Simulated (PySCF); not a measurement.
Run record: geometry optimisation, `CO/C(CC=C)=C/C(Cl)(Cl)Cl`.

Method: PBE0-D3(BJ)/def2-SVP geometry optimisation, gas phase (PySCF 2.14.0). Start geometry: GFN2-xTB. The input is one job of a driver script: a line of settings, then coordinates in Å.

Command:
```bash
OMP_NUM_THREADS=1 python probes_run.py task.json out
```

Input:
```
{"job": {"xc": "PBE0", "basis": "def2-SVP", "d3": "d3bj", "grid": 1, "kind": "geom"}, "charge": 0, "multiplicity": 1}
C     -1.140344     2.838263    -0.152694
C     -0.121545     2.046974     0.117710
C     -0.206344     0.833514     1.001356
C      0.432315    -0.350205     0.328992
C     -0.216189    -1.352020    -0.285284
C     -1.682412    -1.490810    -0.395803
Cl    -2.474365    -1.672799     1.211150
Cl    -2.088974    -2.941234    -1.337313
Cl    -2.450189    -0.093195    -1.210560
O      1.773754    -0.258802     0.406718
C      2.581731    -1.234907    -0.211591
H     -1.032921     3.706704    -0.779577
H     -2.125088     2.652924     0.242994
H      0.861859     2.247637    -0.284773
H      0.365951     1.033566     1.912050
H     -1.239448     0.627653     1.268143
H      0.333801    -2.157561    -0.743670
H      3.609006    -0.924885    -0.028025
H      2.398787    -1.276888    -1.288888
H      2.415466    -2.223251     0.226029
```

Task: What does the run print?

Result: 
```
step   0  E = -1726.39244794  max force = 0.011690
step   1  E = -1726.39511996  max force = 0.001883
step   2  E = -1726.39378043  max force = 0.004158
step   3  E = -1726.39498584  max force = 0.002632
step   4  E = -1726.39520432  max force = 0.001650
step   5  E = -1726.39529889  max force = 0.000815
step   6  E = -1726.39536305  max force = 0.001001
step   7  E = -1726.39542369  max force = 0.001015
step   8  E = -1726.39545243  max force = 0.000800
step   9  E = -1726.39546006  max force = 0.000561
step  10  E = -1726.39546871  max force = 0.000198
optimisation converged
```

Energies in Eh; «max force» is the largest Cartesian gradient component in Eh/bohr.

Task: At which steps does the energy rise by more than 1e-5 Eh?

Result: At step 2 (+1.34 mEh).

Summary of the converged run: final energy -1726.39547 Eh after 10 steps; dipole 2.98 D.

Task: Give the final coordinates.

Result: 0.195 Å rms from the input after alignment:
```
atom  x, y, z in Å
C1    -1.0093    2.9322   -0.1734
C2    -0.0354    2.1144    0.2226
C3    -0.2578    0.8318    0.9715
C4     0.3889   -0.3388    0.2940
C5    -0.2377   -1.4069   -0.2449
C6    -1.7094   -1.6325   -0.2777
Cl7   -2.4216   -1.7885    1.3727
Cl8   -2.0389   -3.1538   -1.1503
Cl9   -2.5989   -0.3162   -1.1196
O10    1.7211   -0.1894    0.2825
C11    2.5222   -1.1531   -0.3497
H12   -0.7885    3.8603   -0.7070
H13   -2.0620    2.7024    0.0184
H14    1.0095    2.3607    0.0023
H15    0.2118    0.9072    1.9694
H16   -1.3268    0.6487    1.1255
H17    0.3401   -2.2106   -0.6978
H18    3.5595   -0.8091   -0.2558
H19    2.2643   -1.2503   -1.4180
H20    2.4222   -2.1394    0.1347
```

Hardware: one thread, Intel Xeon Platinum 8488C (x86_64), on a shared host. Cost: 6.9 min wall, 5.5 min CPU, 1.0 GiB resident at most.
Labels such as C1 count atoms from 1, the log's own numbers from 0.
